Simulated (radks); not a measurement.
The numbers below are computed, except where a source is named.
Species: Mg II. Configuration: [Ne] 3s1. Level of theory: scalar-relativistic Kohn-Sham, BLYP, spin-polarised, spherical densities, finite nucleus; open shells are filled with parallel spins first; Fermi nuclear charge, rms radius 3.057 fm (a radial shooting solver on a logarithmic mesh with Libxc functionals).

Local quantities along the radius. ELF = 1/(1 + alpha^2) is the electron localisation function; alpha = (tau - tau_W)/tau_unif compares the Pauli kinetic energy density with that of the uniform gas (summed over spins). tau is taken from the large components.

```
   r/bohr * ELF (the largest magnitude, 1, reaches the edge; | marks zero)
 0.007665 |                                                      *
 0.008711 |                                                      *
 0.009822 |                                                      *
  0.01107 |                                                      *
  0.01249 |                                                      *
  0.01419 |                                                      *
    0.016 |                                                      *
  0.01804 |                                                      *
  0.02034 |                                                      *
  0.02312 |                                                      *
  0.02607 |                                                      *
  0.02939 |                                                      *
  0.03314 |                                                      *
  0.03766 |                                                      *
  0.04246 |                                                      *
  0.04788 |                                                      *
  0.05398 |                                                      *
  0.06135 |                                                      *
  0.06917 |                                                      *
  0.07799 |                                                      *
  0.08794 |                                                     *
  0.09995 |                                                     *
   0.1127 |                                                   *
   0.1271 |                                               *
   0.1433 |                                        *
   0.1628 |                            *
   0.1836 |                  *
    0.207 |           *
   0.2334 |         *
   0.2652 |           *
   0.2991 |                *
   0.3372 |                         *
   0.3802 |                                  *
   0.4321 |                                        *
   0.4872 |                                            *
   0.5493 |                                              *
   0.6193 |                                               *
   0.7039 |                                              *
   0.7936 |                                             *
   0.8948 |                                           *
    1.009 |                                      *
    1.147 |                             *
    1.293 |                 *
    1.458 |        *
    1.644 |     *
    1.868 |        *
    2.106 |                     *
    2.375 |                                          *
    2.677 |                                                    *
    3.043 |                                                      *
    3.431 |                                                      *
    3.869 |                                                      *
    4.362 |                                                      *
    4.957 |                                                      *
    5.589 |                                                      *
    6.302 |                                                      *
    7.106 |                                                      *
    8.076 |                                                      *
    9.106 |                                                      *
```

On this mesh the ELF has minima near r = 0.23, 1.6 bohr, which separate the shells, and maxima near 0.62 (0.86).
